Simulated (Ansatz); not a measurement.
Two structures of TiNH$_{3}$OF$_{2}$, singlet, reached by relaxing down either side of one saddle point (PBE0-D4/def2-TZVP). Energies are electronic, without zero-point energy. Computed with Ansatz 0.2.0 (basis: def2-TZVPP and def2-QZVPP); correlated methods freeze the cores. Extrapolation: Hartree–Fock as exp(−7.88 √X), correlation as X^−2.97. First:

```xyz
8
angstrom
Ti -0.6167 -0.2414 -0.1676
N 0.5052 0.9392 0.7362
O 0.3408 -1.3950 -1.1435
H 1.2806 -1.5151 -1.2813
F -1.6228 0.7145 -1.2529
F -1.5183 -1.1445 1.0471
H 0.7867 1.8438 0.3843
H 0.8445 0.7985 1.6778
```

Second:

```xyz
8
angstrom
Ti -0.8656 -0.5523 -0.4080
N 0.8503 0.5322 0.3925
O -0.1451 -1.6524 -1.3329
H 1.7010 0.1183 0.0250
F -1.6876 0.7668 -1.3219
F -1.5761 -1.2081 1.1139
H 0.8350 1.5117 0.1254
H 0.8881 0.4838 1.4061
```

(1) Which bonds change from the first to the second?

(2) Give the saddle point's structure and its height above each. (To be estimated.)

No T1 diagnostic of these runs exceeds 0.025.

## Answers

(1) TiNH₃OF₂ ([NH2][Ti]([OH])([F])[F]) → TiOF₂ ([O][Ti]([F])[F]) + NH₃ (still joined by a long Ti–N bond); bonds formed: N2–H4; bonds broken: O3–H4; bonds weakened to dative contacts: Ti1–N2.

(2) The calculation gives: 1.230 eV above the first and 1.417 eV above the second (CCSD(T) at an estimated basis limit (MP2 extrapolated from triple and quadruple zeta, plus CCSD(T) − MP2 in triple zeta)).
```
8
angstrom
Ti -0.8218 -0.3568 -0.2515
N 0.8007 0.6228 0.4677
O 0.4012 -1.2474 -1.0274
H 1.0373 -0.4330 -0.3964
F -1.8088 0.6145 -1.3511
F -1.7030 -1.2705 0.9795
H 1.0190 1.5554 0.1447
H 1.0755 0.5151 1.4344
```

Labels in which every atom is bracketed show which atoms are joined, not bond orders.

For scale, one of the runs: CCSD(T)/def2-TZVPP, 230 basis functions, launched by `ansatz run in.yaml --threads 8 --pin off --events-out ev --progress --plain --max-ram 19148MiB`. The run took 38 s on 8 CPU threads of an AMD EPYC 9R45 (shared host), with 4.7 GiB of host memory at its peak.
